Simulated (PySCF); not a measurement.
Gas-phase thermal properties of H₃SiGeH₃

Computed with PySCF (xtb for GFN2) and rigid-rotor harmonic-oscillator thermochemistry at 1 bar. 6-31G* has spherical d functions here. All species are closed-shell singlets. B3LYP is the form with VWN-RPA correlation. Ge: all electrons, no relativistic terms. The harmonic model lacks anharmonicity and excited electronic states, which grow with temperature; levels with a mode under 35 cm⁻¹ are left out. Internal rotation in H₃SiGeH₃ is treated as a harmonic vibration of one conformer, which makes the entropy rough.

```
level           point group  σ  ZPE (kJ/mol)  S°298 (J/mol/K)  Cp298 (J/mol/K)  S°1000 (J/mol/K)  H1000 − H298 (kJ/mol)
--------------  -----------  -  ------------  ---------------  ---------------  ----------------  ---------------------
B3LYP/6-31G*            C3v  3         124.5            293.1             82.6             433.1                   85.8
GFN2-xTB                C3v  3         118.7            304.3             87.0             448.4                   88.0
HF/6-31G*               C3v  3         133.2            289.1             77.8             423.8                   82.9
PBE/def2-SVP            C3v  3         120.6            294.8             84.8             437.2                   87.2
PBE0/def2-TZVP          C3v  3         124.6            292.8             82.9             433.1                   85.9
```
σ: rotational symmetry number. Electronic degeneracy used: 1. Frequencies are unscaled.
